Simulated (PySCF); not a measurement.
SMILES c1coc(Sc2ccsc2)c1 (C8H6OS2), GFN2-xTB optimised geometry.

```
17

C     -0.20    -3.04     2.24
C     -0.33    -1.85     2.88
O      0.27    -0.87     2.18
C      0.78    -1.44     1.07
S      1.69    -0.44    -0.05
C      0.69     1.02     0.00
C     -0.73     1.02     0.00
C     -1.23     2.28     0.01
S      0.00     3.48     0.00
C      1.22     2.27     0.00
C      0.53    -2.78     1.06
H     -0.57    -3.99     2.57
H     -0.82    -1.57     3.79
H     -1.32     0.13    -0.01
H     -2.26     2.58     0.01
H      2.26     2.55    -0.01
H      0.83    -3.48     0.30
```

Density from PySCF with B3LYP/def2-SVP at that geometry.

Minimum of the electron density along straight lines between bonded atoms, close to the bond critical point (lines longer than 1.1 times the sum of covalent radii, or with two minima, are not listed):

```tsv
bond	length / Å	ρ at the minimum / e bohr⁻³	∇²ρ there / e bohr⁻⁵	position (fraction from the first atom)
C1–C2	1.360	0.329	-0.85	0.48
C2–O3	1.346	0.286	0.07	0.33
O3–C4	1.347	0.291	-0.05	0.67
C4–S5	1.752	0.205	-0.47	0.50
S5–C6	1.770	0.197	-0.40	0.53
C6–C7	1.419	0.294	-0.72	0.51
C7–C8	1.354	0.328	-0.84	0.49
C8–S9	1.721	0.217	-0.47	0.47
C6–C10	1.360	0.324	-0.81	0.50
S9–C10	1.717	0.218	-0.48	0.53
C1–C11	1.416	0.293	-0.70	0.50
C4–C11	1.366	0.324	-0.82	0.52
C1–H12	1.070	0.286	-1.12	0.64
C2–H13	1.071	0.292	-1.18	0.65
C7–H14	1.075	0.286	-1.11	0.64
C8–H15	1.072	0.287	-1.12	0.64
C10–H16	1.071	0.287	-1.13	0.64
C11–H17	1.070	0.287	-1.12	0.64
```
